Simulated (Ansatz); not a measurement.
Geometry optimisation, Ansatz, RKS BHLYP-D4/def2-SVP.

input.yaml

```yaml
crystal:
  periodic: [false, false, false]
  atoms:
    - { symbol: Zr, position_ang: [-0.984343, 0.138166, -0.426974] }
    - { symbol: Cl, position_ang: [2.448568, -1.005703, 1.424573] }
    - { symbol: F, position_ang: [-0.846555, -1.521407, -1.291958] }
    - { symbol: F, position_ang: [-1.739467, -0.129916, 1.269756] }
    - { symbol: F, position_ang: [-2.213634, 1.162015, -1.410113] }
    - { symbol: H, position_ang: [2.417741, 0.136551, 0.790188] }
    - { symbol: F, position_ang: [0.91769, 1.220394, -0.355472] }
basis:
  gaussian: { orbitals: def2-SVP }
hamiltonian:
  xc: { name: BHLYP }
  dispersion: d4
relax:
  f_tol: 0.03
  max_steps: 50
```

Command:

```bash
$ ansatz run input.yaml --threads 2 --pin off --max-ram 3072MiB --backend cpu --events-out ev --progress --plain --runs-dir out
```

Q: Where does it end, and by what steps?

A: The forces met the threshold. After 9 steps the energy has fallen by 0.879 eV; Cl2 moved furthest, 0.82 Å. Joined: Zr1–Cl2 (4.06 → 3.02 Å).

```csv
step,energy less start (eV),largest force component (eV/Å),accepted
0,0.0000,3.547,yes
1,-0.6475,1.210,yes
2,-0.7257,0.524,yes
3,-0.7720,0.613,yes
4,-0.8387,0.285,yes
5,-0.8731,0.275,yes
6,-0.8761,0.260,yes
7,-0.8784,0.055,yes
8,-0.8780,0.102,no
9,-0.8786,0.007,yes
```

```xyz
7
Properties=species:S:1:pos:R:3
Zr -0.716 0.128 -0.323
Cl 1.683 -0.990 1.136
F -0.505 -1.514 -1.250
F -1.449 -0.056 1.417
F -2.077 1.015 -1.289
H 2.306 0.074 0.775
F 0.758 1.343 -0.466
```

The run took 27 s on 2 threads of Intel(R) Xeon(R) 6975P-C (Granite Rapids) (shared host), peak memory 0.28 GiB.
